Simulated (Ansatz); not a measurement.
`C[O][InH2]` + `OBF` → `FB[O][InH2]` + CH₃OH at 298.15 K and 1 bar (ligand exchange at the In–O bond).

Calculated with Ansatz (gas phase, PBE0-D4/def2-TZVP geometries, no zero-point term in ΔE). CCSD(T)/CBS adds triple-zeta CCSD(T) − MP2 to the extrapolated MP2 energy (def2 sets, frozen cores). This one scheme is used for every species. Elements past krypton have def2 core potentials. For In outer-core shells are correlated without core-valence functions, which leaves a few kJ/mol of doubt a bond. Each species was taken in one conformer, which may not be the lowest.

```csv
species,CCSD(T)/CBS energy (Eh),H − E (kJ/mol),S (J/(mol·K))
`C[O][InH2]`,-306.01914,156.4,318.5
`OBF`,-201.07426,91.0,252.9
`FB[O][InH2]`,-391.48685,101.7,333.1
CH₃OH,-115.61712,146.3,238.2
```

H − E and S are ideal-gas, rigid-rotor, harmonic terms from PBE0-D4/def2-TZVP, for one conformer and one mirror image of each species. 1 Eh = 2625.50 kJ/mol, R = 8.31446 J/(mol·K).

By hand: ΔE, ΔH, ΔS and ΔG.

ΔE = (-391.48685) + (-115.61712) − (-306.01914) − (-201.07426) = -0.01057 Eh = -27.8 kJ/mol. Δ(H − E) = 101.7 + 146.3 − 156.4 − 91.0 = 0.6, so ΔH = -27.2 kJ/mol. ΔS = 333.1 + 238.2 − 318.5 − 252.9 = -0.1 J/(mol·K). ΔG = -27.2 − 298.15 × (-0.1)/1000 = -27.2 kJ/mol.

By hand: the equilibrium constant, and the temperature at which ΔG would vanish if ΔH and ΔS stayed fixed.

log₁₀ K = −ΔG/(RT ln 10) = 4.8. ΔG = 0 at ΔH/ΔS = 272000 K, far beyond where these terms or the molecules hold.

The number of gas molecules stays the same, so ΔS is small and ΔH decides. A doubt of 5 kJ/mol in ΔE shifts log₁₀ K by 0.9 here. Other conformers and mirror images would add mixing entropy, several J/(mol·K) or more a flexible species. These are equilibria of isolated gas molecules and say nothing of rates. Largest T1 diagnostic: 0.017 (customary marks: 0.02 for closed shells, 0.045 for open ones).
